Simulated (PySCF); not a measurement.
```xyz
4
charge 0 multiplicity 1, angstrom
Lu    0.0000    0.0000   -0.0048
H     1.9155    0.0000    0.2773
H    -0.9578    1.6589    0.2773
H    -0.9577   -1.6589    0.2773
```

Method: PySCF, PBE0, basis Lu def2-TZVP with ECP28, H def2-TZVP (scalar-relativistic core potentials, no spin–orbit coupling, density fitting).

This geometry of LuH3 is a stationary point at this level.

Problem. What is the point group?

Solution. C3v.

Problem. Is it a minimum?

Solution. Yes: all harmonic wavenumbers are real.

Problem. List the harmonic modes with their infrared intensities.

Solution. 
| symmetry | ω (cm⁻¹) | IR (km/mol, summed over degenerate members) | type |
| --- | --- | --- | --- |
| a1 | 156 | 767 | bend |
| e | 576 | 208 | bend |
| e | 1498 | 1315 | stretch |
| a1 | 1562 | 8.4 | stretch |

Problem. Give the atomic charges and bond orders.

Solution. 
```json
{"atom": "Lu1", "Mulliken": "0.72", "Löwdin": "0.59", "polar tensor": "1.50", "Mayer order to Lu1": "–"}
{"atom": "H2,3,4", "Mulliken": "-0.24", "Löwdin": "-0.20", "polar tensor": "-0.50", "Mayer order to Lu1": "0.93"}
```

In C3v the vibrations span 2a1 + 2e.

Other isomers or separated fragments may lie lower.
